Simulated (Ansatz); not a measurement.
TiHF3. Charge 0, multiplicity 3. Geometry PBE-D4/def2-TZVP, that of the neutral singlet; atoms count from 1.

Cartesian coordinates in Å:
```
Ti -0.0359 -0.0222 -0.0396
H 1.0157 0.6281 1.1187
F 0.8648 -0.0125 -1.5478
F -1.4294 1.0473 -0.0598
F -0.4152 -1.6407 0.5284
```

At PBE0-D4/def2-TZVP a singlet of charge 0 lies 3.68 eV below the triplet at the same geometry.

**Question.** Estimate the Mulliken populations from the PBE0/def2-TZVP orbitals of Ansatz.

**Answer.** 
```csv
atom,charge (e),spin (α − β),d electrons
Ti1,1.26,1.19,2.25
H2,0.20,0.80,–
F3,-0.48,-0.02,–
F4,-0.49,0.02,–
F5,-0.49,0.02,–
```
Mulliken values and Mayer orders depend strongly on the basis.

**Question.** Where does the spin sit?

**Answer.** Summed by element: Ti 1.19, H 0.80, F 0.01, of 2 unpaired in all. Largest on single atoms: Ti1 1.19, H2 0.80, F3 -0.02.

**Question.** And the Mayer bond orders between bonded heavy atoms (over 0.3)?

**Answer.** Ti1–F3 0.91 (1.76 Å); Ti1–F4 0.86 (1.76 Å); Ti1–F5 0.86 (1.76 Å).
